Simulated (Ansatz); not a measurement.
Ideal-gas functions of CH₃Cl₂InO, SMILES `C[O][In]([Cl])[Cl]` at 298.15 K and 1 bar, from an Ansatz frequency run at PBE0-D4/def2-TZVP.

Molar mass 216.76 g/mol, point group C1 (symmetry number 1), electronic degeneracy 1, moments of inertia 229.608, 346.993, 573.337 u Å². Harmonic wavenumbers (cm⁻¹, unscaled): 34, 73, 74, 88, 123, 239, 357, 393, 561, 1100, 1170, 1195, 1476, 1489, 1498, 3006, 3070, 3087.

Use S(trans) = R[1.5 ln M + 2.5 ln T − 1.1517]; rotational temperatures θ = 24.2544 K / I; S(rot) = R[ln(√π/σ · √(T³/θAθBθC)) + 1.5]; for each mode x = 1.438777 ν̃/T, S = R[x/(eˣ − 1) − ln(1 − e⁻ˣ)] and H = RT x/(eˣ − 1); 1 cm⁻¹ = 0.0119627 kJ/mol; R = 8.31446 J/(mol·K).

Question: By hand: the entropy, in J/(mol·K).

Answer: Translation 175.9. Rotation: θ = 0.1056, 0.0699, 0.0423 K, giving 121.8. Vibration, mode by mode: 23.35, 17.03, 16.92, 15.50, 12.77, 7.57, 4.75, 4.14, 2.18, 0.26, 0.20, 0.18, 0.05, 0.05, 0.05, 0.00, 0.00, 0.00, in all 105.0. Electronic 0.0. Sum 402.7 J/(mol·K).

Question: By hand: H − E and G − E in kJ/mol, counted from the electronic energy.

Answer: Zero-point energy ½ × 19033 × 0.0119627 = 113.8; thermal vibration 14.0; translation, rotation and pV give 4 RT = 9.9. H − E = 137.7 kJ/mol, and G − E = 137.7 − 298.15 × 402.7/1000 = 17.6 kJ/mol.

Vibration gives 26 % of the entropy, 85.6 J/(mol·K) of it from the modes under 150 cm⁻¹: soft modes count most, and the harmonic formula is weakest for them. The sum counts one conformer and one mirror image; others add a mixing term.
